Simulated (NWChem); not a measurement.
# disilylmethane (CH8Si2); SMILES [SiH3]C[SiH3]

All runs: NWChem. Pople sets run with spherical d functions. Level B3LYP/6-31G*: optimisations from one semi-empirical or force-field start; each run changes one setting, and all end within 0.3 mHa of each other.

```tsv
setting	optimisation steps
redundant internal coordinates, default thresholds	5
no line search	6
trust radius 0.05	5
Cartesian coordinates	5
loose thresholds	2
```
